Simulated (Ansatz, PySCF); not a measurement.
Gas-phase reaction R1 + R2 → P1, each structure at its B3LYP-D3(BJ)/def2-TZVP stationary point, reached from a drawn start (curvature not checked).
R1: CH2 (SMILES [CH2]), charge 0, multiplicity 3.
P1, CH4 (SMILES C) (charge 0, multiplicity 1):
```xyz
5

C      0.0000     0.0000     0.0000
H      0.6289     0.6289     0.6289
H     -0.6289    -0.6289     0.6289
H      0.6289    -0.6289    -0.6289
H     -0.6289     0.6289    -0.6289
```
R2, H2 (SMILES [H][H]) (charge 0, multiplicity 1, Z-matrix in Å and degrees):
```
H
H 1 0.7440
```

P less R. No zero-point or thermal terms; singlets are restricted closed shells; open shells are unrestricted.

Cores are frozen in the correlated methods. CBS: X⁻³ extrapolation of the correlation energy, Hartree–Fock from the larger set.

Programs: Ansatz (Gaussian orbitals); PySCF for the D3/D4 terms. No computed number here is a measurement.

What reaction energy does CAM-B3LYP-D4/def2-TZVPP give?

-120.6 kcal/mol

Predict the reaction energy from CCSD(T)/CBS(cc-pVTZ, cc-pVQZ).

-120.0 kcal/mol

What reaction energy does revPBE-D4/def2-TZVPP give?

-117.1 kcal/mol

Ansatz is a program for electronic structure.
